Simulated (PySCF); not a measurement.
HfF₃Cl, SMILES [F][Hf]([Cl])([F])[F], multiplicity 1.

Geometry: B3LYP-D3(BJ)/def2-SVP. The spin state was assumed, not searched. The structure was generated by enumeration; whether it is a known compound was not checked. The def2 effective core potentials stand for the cores of Hf; spin–orbit coupling is left out.

Two levels are set side by side: PBE/def2-TZVP (PySCF) and ωB97X/def2-TZVP (PySCF). Same geometry, gas phase. Differences are taken from unrounded values.

| quantity | ωB97X |
|---|---|
| orbital gap (eV) | 13.38 |
| highest occupied level (eV) | -12.49 |
| lowest empty level (eV) | 0.89 |
| dipole moment (D) | 0.11 |
| mean polarisability (bohr³) | 43.2 |

Q: What does PBE give, and how far is it from ωB97X? (An estimate is asked for; the answer gives what the named calculation found.)

A: 
```
quantity                       PBE  PBE minus ωB97X
---------------------------  -----  ---------------
orbital gap (eV)              6.40            -6.98
highest occupied level (eV)  -8.55             3.94
lowest empty level (eV)      -2.15            -3.04
dipole moment (D)             0.05            -0.06
mean polarisability (bohr³)   47.1              3.9
```

Without exact exchange PBE keeps part of each electron's self-repulsion, which lifts occupied levels and narrows the gap. Loosely held outer electrons make PBE densities more polarisable. Differences between two approximate levels are no errors against the true value.

Rough cost on one machine, each run with all the roots and properties that it gave: ωB97X against PBE within a factor of 2.
